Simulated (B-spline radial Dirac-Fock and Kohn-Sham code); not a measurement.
Elastic and transport cross sections of niobium for positrons

These are calculated numbers from a radial atomic solver; the model is relativistic (Dirac) partial waves in the static field of the Dirac-Fock atom, without polarisation or absorption potentials. Below a few hundred eV the neglected polarisation potential matters, most of all at small angles. σ_tr1 and σ_tr2 weight the cross section with 1 − P₁ and 1 − P₂ of cos θ; "backward" is the share scattered beyond 90°.

```csv
energy (eV),σ (a₀²),σ_tr1 (a₀²),σ_tr2 (a₀²),σ/σ_tr1,backward (%)
101,22.3,4.42,7.59,5.05,5.6
252,15.7,2.22,4.01,7.09,3.6
281,15.1,2.03,3.69,7.43,3.4
282,15.0,2.02,3.68,7.44,3.4
378,13.3,1.57,2.92,8.50,2.8
427,12.6,1.40,2.64,9.01,2.6
786,9.64,0.781,1.53,12.3,1.7
2410,5.40,0.243,0.498,22.2,0.86
2990,?,?,?,?,?
4130,3.93,0.130,0.277,30.2,0.57
15700,1.64,0.0222,0.0514,74.0,0.17
24600,1.19,0.0114,0.0272,104,0.10
31500,0.995,0.00780,0.0189,128,0.079
35600,0.910,0.00644,0.0157,141,0.069
90800,0.463,0.00143,0.00365,325,0.022
132000,0.361,0.000775,0.00202,466,0.013
```

Question: Fill in the row for 2.99 keV.

Answer: σ = 4.77 a₀², σ_tr1 = 0.190 a₀², σ_tr2 = 0.395 a₀², σ/σ_tr1 = 25.0, backward 0.73 %. The ratio σ/σ_tr1 is roughly the number of elastic collisions that randomise the direction.
